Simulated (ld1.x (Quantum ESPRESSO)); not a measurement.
**F (Z = 9): PAW pseudisation with PBE, scalar-relativistic reference atom.**

ld1.x (Quantum ESPRESSO) 7.5 input, shortened:

```
&input
   title='F', zed=9., rel=1, dft='PBE', iswitch=3,
   config='[He] 2s2 2p5 3d-2'
 /
 &inputp
   pseudotype=3, lpaw=.true., tm=.true., lloc=-1, rcloc=1.10,
   nlcc=.true., new_core_ps=.true., rcore=0.50,
   which_augfun='PSQ', rmatch_augfun_nc=.true.
 /
5
2S  1  0   2.00   0.00  0.55  0.60  0.0
2S  1  0   0.00   0.90  0.55  0.60  0.0
2P  2  1   5.00   0.00  1.45  1.70  0.0
2P  2  1   0.00  -0.35  1.45  1.70  0.0
3D  3  2  -2.00  -0.10  1.25  1.65  0.0
 &test
   configts(1)='2s2 2p5'
 /
```

All-electron outer shells of the reference configuration (PBE, scalar-relativistic, ld1.x):

| shell | level (eV) | outermost node (bohr) | outermost maximum (bohr) |
| --- | --- | --- | --- |
| 1s | -663.37 | – | 0.11 |
| 2s | -29.90 | 0.24 | 0.76 |
| 2p | -11.11 | – | 0.71 |

Question: Estimate the cutoffs (Ry, on a coarse ladder) from which the occupation-weighted sum of valence levels, in a spherical-Bessel basis at the reference potential, stays within 10 and 1 mRy of its value at 400 Ry.

Answer: 100 Ry and 160 Ry.

Question: Does the potential have ghost states?

Answer: No extra level below or beside the all-electron valence levels (s, p, d, f tested).

Question: Is the overlap operator S = 1 + Σ q|β⟩⟨β| positive definite (Bessel basis up to 400 Ry)?

Answer: Yes: its lowest eigenvalue is 0.68 (s channel).

Question: Which valence shell sets the plane-wave cutoff?

Answer: 2s: its level needs 120 Ry to come within 1 mRy, against 30 Ry for 2p.

Question: Tests: 2s2 2p4; 2s2 2p3; 2s2 2p2; 2s1 2p6; 2s1 2p5; 2s2 2p5.3; 2s2 2p1. Which has the largest error in its energy relative to the reference configuration, and how large is it?

Answer: 2s2 2p1, with -232 meV (all-electron minus pseudo) on +204.21 eV.
